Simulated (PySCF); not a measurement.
Vertical excitations of a molecule C₃H₂Cl₂F₂ from TDA-ωB97X/def2-SVPD (PySCF), as energy in eV (oscillator strength): 6.63 (0.001), 6.88 (0.466), 7.15 (0.000), 7.33 (0.000), 7.65 (0.000), 7.77 (0.003), 8.10 (0.086), 8.29 (0.000), 8.33 (0.001), 8.36 (0.010). Lowest triplet (TDA): 3.95 eV. Geometry: B3LYP-D3(BJ)/def2-SVP. The values are those of a single conformer.

Which molecule gave these data?
A. FC1(F)CC1(Cl)Cl
B. F[C@H]1[C@H](F)C1(Cl)Cl
C. FC(F)C=C(Cl)Cl

C, FC(F)C=C(Cl)Cl
